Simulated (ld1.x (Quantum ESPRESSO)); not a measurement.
**u(r) = r·R(r): atom against pseudo-atom (beryllium)**

Columns: radius, all-electron u(r) and pseudo u(r) of the 2p shell (level -2.02 eV) of beryllium in the configuration [He] 2s2 2p0; PBE, scalar-relativistic, TM semilocal scheme, ld1.x (Quantum ESPRESSO) 7.5.

```tsv
r (bohr)	all-electron	pseudo
0.210	0.0454	0.0148
0.420	0.1301	0.0577
0.630	0.2182	0.1235
0.840	0.2975	0.2049
1.050	0.3640	0.2927
1.260	0.4194	0.3773
1.470	0.4639	0.4508
1.680	0.4964	0.5074
1.890	0.5178	0.5446
2.100	0.5293	0.5630
2.310	0.5324	0.5656
2.520	0.5286	0.5562
2.730	0.5192	0.5392
2.940	0.5055	0.5180
3.150	0.4887	0.4952
3.360	0.4695	0.4723
3.570	0.4490	0.4498
3.780	0.4276	0.4278
3.990	0.4060	0.4060
4.200	0.3844	0.3844
4.410	0.3631	0.3631
4.620	0.3423	0.3423
4.830	0.3221	0.3221
5.040	0.3026	0.3026
5.250	0.2838	0.2838
5.460	0.2658	0.2658
```

How many radial nodes do the two functions have?

The all-electron 2p function has n − l − 1 = 0; the pseudo-wave has 0.

At about which radius was the pseudo-wave matched?

4.20 bohr. The columns agree to 0.0005 from 3.78 bohr on; several derivatives are matched, so the curves merge somewhat inside the radius.

Is the pseudo-wave norm-conserving?

Yes: the TM semilocal scheme keeps the norm inside the radius equal to the all-electron one, which fixes the energy derivative of the logarithmic derivative at the level.
